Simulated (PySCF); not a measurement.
**NMR data sheet: 4-Pyridine Carbaldehyde**

```
Formula                               : C6H5NO
SMILES                                : O=Cc1ccncc1
InChI                                 : InChI=1S/C6H5NO/c8-5-6-1-3-7-4-2-6/h1-5H
Point group of the computed structure : C1
Degrees of unsaturation               : 5
Carbon signals                        : 4
Proton signals                        : 3
```

Bonds (- single, = double, # triple, : aromatic): O1=C2 1.202 Å, C2-C3 1.480 Å, C3:C4 1.387 Å, C4:C5 1.388 Å, C5:N6 1.327 Å, N6:C7 1.332 Å, C7:C8 1.384 Å, C8:C3 1.390 Å. C2 carries H9; C4 carries H10; C5 carries H11; C7 carries H12; C8 carries H13.

[PySCF 2.14.0 with density-fitted response routines: σ from GIAO-B97-2/pcSseg-2; structure optimised with PBE0-D3(BJ)/def2-TZVP; gas phase; non-relativistic Hamiltonian; single conformer; one averaged value for each set of equivalent atoms]

δ = σ(ref) − σ, references computed at the same level: ¹H (σ = 31.64 ppm) and ¹³C (σ = 185.38 ppm) against TMS; ¹⁵N (σ = 261.75 ppm) vs NH3; ¹⁷O (σ = 327.66 ppm) vs H2O.

```tsv
carbon	δC, type	δH (multiplicity)	HMBC from (2–3 bonds)	span of the C tensor (ppm)
C2	199.2, CH	10.40 (s)	H10/H13	179
C3	147.2, C	–	H9, H11/H12, H10/H13	229
C4/C8	128.5, CH	7.86 (d)	H9, H11/H12, H10/H13	226
C5/C7	159.8, CH	9.26 (d)	H11/H12, H10/H13	232
```

Other nuclei:
| atoms | nucleus | environment | δ (ppm) | σ (ppm) |
| --- | --- | --- | --- | --- |
| N6 | ¹⁵N | pyridine-type ring nitrogen | 377.3 | -115.5 |
| O1 | ¹⁷O | aldehyde oxygen | 659.2 | -331.5 |

Carbon types of the structure: 1 × C, 5 × CH, which accounts for all hydrogens. δC 199.2: aldehyde carbonyl carbon; the double bond to the heteroatom, with no lone-pair donor beside it, deshields it most. δC 159.8: aromatic CH next to a ring nitrogen; the adjacent pyridine-type nitrogen withdraws density from it. δC 128.5: aromatic CH; the aromatic region. δH 10.40: hydrogen on an aldehyde carbonyl carbon; the formyl region, downfield of aromatic protons. δH 9.26: hydrogen on an aromatic CH next to a ring nitrogen; ring current plus the neighbouring ring nitrogen.

Shifts are as computed. Against solution values, carbons near 30 ppm lie about +3 ppm off and those near 130 ppm about +7 ppm. Of 1211 compounds with measured shifts, 218 miss one by over three times the rms of a fit or turn the order of signals round; such compounds aren't used in these exercises. Unscaled 17O shifts of doubly bonded oxygen tend to come out too high, by tens of ppm or more. Experimental scales use liquid or dissolved standards, which lie at an offset from isolated NH3 (liquid NH3: subtract about 20 ppm) and H2O (liquid H2O: subtract about 36 ppm). Unscaled 15N shifts of sp2 nitrogen come out 20 to 40 ppm too high even then. No couplings were computed; multiplicities are counted from neighbouring protons, with m where these are inequivalent, close in shift, in a saturated or five-membered ring or joined by F or P, and br s for small geminal =CH2 splittings.
